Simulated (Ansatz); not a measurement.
H3BO, singlet, at a GFN2-xTB geometry; PBE/aug-cc-pVDZ run with Ansatz (an electronic-structure program).

Here is a job for Ansatz.
Ansatz 0.2 input:
```yaml
crystal:
  periodic: [false, false, false]
  atoms:
    - {symbol: B, position_ang: [-0.44058869, -0.54482261, 0.06308651]}
    - {symbol: H, position_ang: [-0.34280044, -1.27040265, 0.97817278]}
    - {symbol: H, position_ang: [-1.26725739, -0.70456626, -0.76518846]}
    - {symbol: O, position_ang: [0.42964833, 0.45422062, 0.02307270]}
    - {symbol: H, position_ang: [0.37581461, 1.06531696, -0.71299851]}
basis:
  gaussian:
    orbitals: aug-cc-pVDZ
hamiltonian:
  xc: pbe
```

The log (banner, timings and long lists left out):

```
Functional definition: PBE
566 factors; their error is unknown
mean field evaluation 1: about -2764.0472 eV, gradient 5.4e1 eV
mean field evaluation 2: about -2742.9603 eV, gradient 1.1e2 eV
mean field evaluation 4: about -2769.6335 eV, gradient 5.0e0 eV
mean field evaluation 8: about -2769.6837 eV, gradient 1.6e-2 eV
mean field -2769.68370230 eV, -101.7839987005 hartree, gradient 5.2e-5 eV, S^2 0.000000; 0 other end points of the search recorded, 0 dependent functions left out
reference -2769.68374795 eV, -101.7840003781 hartree; 8, 8 occupied and 65, 65 virtual orbitals, 566 factors
Total energy: -2769.68374795 eV, -101.7840003781 hartree
```
